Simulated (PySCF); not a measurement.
Ligands exchanged one at a time, Ga F-CH3. Isolated molecules, 0 K electronic values unless said otherwise. Strings in code marks are SMILES.

Quantity: redistribution energy (mixed species minus the weighted end members), in kcal/mol.

Level 1: B3LYP/3-21G // B3LYP-D3(BJ)/def2-TZVP (PySCF)
Level 2: B3LYP/6-311+G** (LANL2DZ on Ga) // B3LYP-D3(BJ)/def2-TZVP (PySCF)
Level 3: PBE/6-31G* // B3LYP-D3(BJ)/def2-TZVP (PySCF)
Level 4: SVWN5/6-31G* // B3LYP-D3(BJ)/def2-TZVP (PySCF)

| species | level 2 | level 3 | level 4 |
|---|---|---|---|
| 2 of 3 F replaced by CH3: `[CH3][Ga]([CH3])[F]` | -8.69 | -9.86 | -10.2 |
| 1 of 3 F replaced by CH3: `[F][Ga]([CH3])[F]` | -10.0 | -11.0 | -11.4 |

Problem. What does level 1 give for each?

Solution. 
- 2 of 3 F replaced by CH3: `[CH3][Ga]([CH3])[F]`: -12.6
- 1 of 3 F replaced by CH3: `[F][Ga]([CH3])[F]`: -14.3
